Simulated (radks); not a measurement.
Values are calculated unless marked as measured or tabulated.
Coulomb parameter of the 4f shell of the neodymium ion Nd+ in the model configuration [Xe] 4f2.5 5d1.5 6s1, as a second difference U = [E(n + 0.5) + E(n - 0.5) - 2 E(n)] / (0.5)^2 with all orbitals relaxed. "Bare": the charge of the atom changes with n. "Screened": the 5d shell takes up the change at fixed total charge, which measures U(4f,4f) + U(5d,5d) - 2 U(4f,5d). Code: a radial shooting solver on a logarithmic mesh with Libxc functionals. Model: scalar-relativistic Kohn-Sham, PBE, spin-unpolarised, spherical densities, finite nucleus; Fermi nuclear charge, rms radius 4.9123 fm.

start: configuration [Xe] 4f2.5 5d1.5 6s1; E - E(n) (eV) 0.000
bare +0.5: configuration [Xe] 4f3 5d1.5 6s1; E - E(n) (eV) -6.197
bare -0.5: configuration [Xe] 4f2 5d1.5 6s1; E - E(n) (eV) 10.027
screened +0.5: configuration [Xe] 4f3 5d1 6s1; E - E(n) (eV) -2.816
screened -0.5: configuration [Xe] 4f2 5d2 6s1; E - E(n) (eV) 4.084

U(bare) = 15.318 eV, U(screened by 5d) = 5.074 eV, against the Slater integral F0(4f,4f) = 26.467 eV with frozen orbitals.
